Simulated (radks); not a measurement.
The numbers below are computed, except where a source is named.
Dispersion coefficients C6 (hartree bohr^6) between ground-configuration atoms and ions, from the Casimir-Polder integral (3/pi) of alpha_A(iw) alpha_B(iw). Level of theory: scalar-relativistic Kohn-Sham, PBE, spin-polarised, spherical densities, finite nucleus; open shells are filled with parallel spins first (spin-orbit coupling, left out, can overturn this in heavy ions); Fermi nuclear charge, rms radius of each element as measured or else 0.836 A^(1/3) + 0.57 fm (a radial shooting solver on a logarithmic mesh with Libxc functionals). Response by self-consistent Sternheimer equations with the Hartree and adiabatic LDA kernel, the relativistic mass of each level held fixed and spin-orbit coupling left out. For heavy and open-shell atoms this level of theory can miss by tens of per cent.

C6,P,Ni,Se+,Bi2+,Re,Tl2+,Ho+
P,205.3,,,,,,
Ni,268.9,365.0,,,,,
Se+,130.9,165.9,87.82,,,,
Bi2+,148.1,187.6,101.0,117.5,,,
Re,380.4,510.6,238.5,270.9,717.9,,
Tl2+,116.2,146.2,80.66,94.75,212.4,77.00,
Ho+,312.5,432.8,191.0,217.2,603.6,169.7,523.1

Static polarisabilities (bohr^3): P ([Ne] 3s2 3p3) 27.79, Ni ([Ar] 3d8 4s2) 45.95, Se+ ([Ar] 3d10 4s2 4p3) 14.25, Bi2+ ([Hg] 6p1) 15.90, Re ([Xe] 4f14 5d5 6s2) 61.78, Tl2+ ([Xe] 4f14 5d10 6s1) 11.94, Ho+ ([Xe] 4f11 6s1) 64.62. The combination rule 2 Ca Cb / ((alpha_b/alpha_a) Ca + (alpha_a/alpha_b) Cb) gives 267.5 for Ni-P, against 268.9 from the integral.
